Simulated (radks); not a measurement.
Problem. Coherent X-ray form factor from a spherical all-electron density. All-electron calculation, Dirac Kohn-Sham, BLYP, spin-unpolarised, spherical densities, finite nucleus; Fermi nuclear charge, rms radius of each element as measured or else 0.836 A^(1/3) + 0.57 fm. Program: a radial shooting solver on a logarithmic mesh with Libxc functionals.

| sin(theta)/lambda (1/angstrom) | f0 (electrons) |
|---|---|
| 0.05 | 52.216 |
| 0.1 | 50.082 |
| 0.15 | 47.123 |
| 0.2 | 43.900 |
| 0.25 | 40.799 |
| 0.3 | 37.992 |
| 0.4 | 33.263 |
| 0.5 | 29.369 |
| 0.6 | 26.064 |
| 0.8 | 21.085 |
| 1 | 17.906 |
| 1.25 | 15.171 |
| 1.5 | 12.832 |
| 2 | 8.887 |

The species is in the configuration that NIST lists as its ground one. Which atom or ion scatters so?

Solution. The caesium ion Cs2+, [Kr] 4d10 5s2 5p5. Extrapolating in s^2 from the first two rows gives f0(0) = 52.9, near the electron count 53; among species with that count, the fall with angle is slower the higher Z, and the table is that of Z = 55; from so few rows the species is fixed only to a neighbour or two.
